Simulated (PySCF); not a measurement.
Compound: FGeH₅SSi.
Numbering: `[F:1][GeH2:2][S:3][SiH3:4]` (hydrogens: H5, H6 on Ge2; H7, H8, H9 on Si4)

Theory: core-valence-separated Tamm–Dancoff BHandHLYP/aug-pcX-1 (pcseg-1 on H, def2-SVPD on Ge, def2-SVPD on Si, def2-SVPD on S) in PySCF, non-relativistic, gas phase, PBE0-D3(BJ)/def2-SVP geometry.

Computed fluorine K-edge spectrum, Gaussian lines of 0.3 eV full width, highest printed point 100; it ends one width below the last computed root. The energies are unshifted.

```
photon energy (eV)  absorption
             682.9           2
             683.0          11
             683.1          42
             683.2          88
             683.3         100
             683.4          61
             683.5          20
             683.6           4
             683.7           0
             683.8           0
             683.9           0
             684.0           0
             684.1           0
             684.2           0
             684.3           0
             684.4           0
             684.5           0
             684.6           0
             684.7           0
             684.8           0
             684.9           0
             685.0           2
             685.1          10
             685.2          23
             685.3          29
             685.4          20
             685.5           7
             685.6           2
             685.7           5
             685.8          13
             685.9          19
             686.0          15
             686.1           8
             686.2          11
             686.3          26
             686.4          40
             686.5          34
             686.6          20
             686.7          13
             686.8           9
             686.9           7
             687.0          10
             687.1          13
             687.2          11
             687.3           8
             687.4          12
```

Question: Assign the maxima to core holes.

Answer: 5 maxima:
- 683.3 eV: F1 (fluorine bonded to Ge), 683.27 eV, f = 0.023, 100 % of the height at the exact maximum
- 685.3 eV: F1 (fluorine bonded to Ge), 685.29 eV, f = 0.006, 100 % of the height at the exact maximum
- 685.9 eV: F1 (fluorine bonded to Ge), 685.91 eV, f = 0.004, 100 % of the height at the exact maximum
- 686.4 eV: F1 (fluorine bonded to Ge), 686.42 eV, f = 0.009, 99 % of the height at the exact maximum
- 687.1 eV: F1 (fluorine bonded to Ge), 687.11 eV, f = 0.003, 98 % of the height at the exact maximum

Further lines of some strength in the range: F1, 686.74 eV, f = 0.002.

Roots within 0.03 eV on the same or equivalent atoms count as one line; shares under 12 % aren't listed.

Vibrational structure and lifetime widths aren't in the curve. The ionisation threshold wasn't computed; near and above it a finite basis only mimics Rydberg series and continuum. The BHandHLYP/aug-pcX-1 (pcseg-1 on H, def2-SVPD on Ge, def2-SVPD on Si, def2-SVPD on S) calculation is non-relativistic and has no spin–orbit coupling, an omission that weighs most on germanium.

The values belong to the conformer `[F:1][GeH2:2][S:3][SiH3:4]`: F1–Ge2–S3–Si4 46°.
